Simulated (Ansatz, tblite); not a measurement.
Isomers of Ca₂S⁺ (doublet), found by a short tight-binding search and relaxed with PBE-D4/def2-TZVP in Ansatz.

The xTB rows come from tblite. Correlated methods freeze 15 core orbitals; core or outer-core shells of Ca are correlated, in sets that lack core-valence functions. In CCSD on the charge 1 doublet the largest single amplitude is 0.46, so its Hartree–Fock determinant may place the open shell otherwise than the density functionals do.

Run but left out: HF/def2-TZVPP, MP2/def2-TZVPP (B: a determinant that CCSD turns far, T1 0.068).

B: At CCSD(T)/def2-TZVPP T1 of the charge 1 doublet is large (up to 0.068), so the single-reference result is doubtful.

Other spin states were run for one of them alone.

A:

Cartesian coordinates in Å:
```
Ca 0.366 1.088 -1.532
Ca -0.895 -1.540 0.700
S 0.529 0.452 0.831
```

B:

```xyz
3

Ca   -2.085   -0.375   -1.156
Ca    2.209    0.216    0.946
S    -0.125    0.160    0.211
```

Question: Estimate their order by electronic energy at CAM-B3LYP-D4/def2-TZVP, counted from the lowest.

Answer: A (0.0) < B (3.6), in kJ/mol.

Question: Do the other levels pick the same lowest one?

Answer: Not GFN2-xTB, PBE-D4/def2-TZVP, BHLYP-D4/def2-TZVP. Energies above each level's lowest (kJ/mol):

```
                 level     A     B
              GFN1-xTB   0.0   0.3
              GFN2-xTB  19.9   0.0
      PBE-D4/def2-TZVP   1.8   0.0
   r2SCAN-D4/def2-TZVP   0.0  12.6
     PBE0-D4/def2-TZVP   0.0   4.5
    BHLYP-D4/def2-TZVP  15.8   0.0
CAM-B3LYP-D4/def2-TZVP   0.0   3.6
       CCSD/def2-TZVPP   0.0   7.6
    CCSD(T)/def2-TZVPP   0.0   8.2
```
Point groups (tolerance 0.1 Å): A C2v, B C2v. Lower isomers may exist.
